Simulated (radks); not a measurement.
The gold anion Au-, [Hg], held by a Watson sphere: a shell of charge +1 at radius R that stands for the Madelung well of a crystal (potential energy -1/R inside, -1/r outside, in hartree with lengths in bohr). Method: scalar-relativistic Kohn-Sham, LB94 model potential, spin-polarised, spherical densities, finite nucleus; Fermi nuclear charge, rms radius of each element as measured or else 0.836 A^(1/3) + 0.57 fm; computed with a radial shooting solver on a logarithmic mesh with Libxc functionals. Response by self-consistent Sternheimer equations with the Hartree and adiabatic LDA kernel, the relativistic mass of each level held fixed and spin-orbit coupling left out. The sphere does not respond.

| R (bohr) | e(5p) (eV) | e(5d) (eV) | e(6s) (eV) | <r> 6s (bohr) | sum of <r^2> (bohr^2) | X-ray form factor at sin(theta)/lambda = 0.2 1/angstrom | alpha (bohr^3) |
|---|---|---|---|---|---|---|---|
| 2.93 | -65.451 | -12.155 | -11.148 | 2.753 | 67.40 | 67.298 | 37.61 |
| 4.29 | -63.586 | -10.225 | -9.373 | 2.895 | 70.15 | 67.274 | 48.20 |
| 4.73 | -63.113 | -9.747 | -8.900 | 2.920 | 70.63 | 67.275 | 50.80 |
| 5.18 | -62.686 | -9.318 | -8.471 | 2.938 | 70.99 | 67.276 | 52.96 |
| 5.25 | -62.624 | -9.256 | -8.410 | 2.940 | 71.03 | 67.276 | 53.25 |
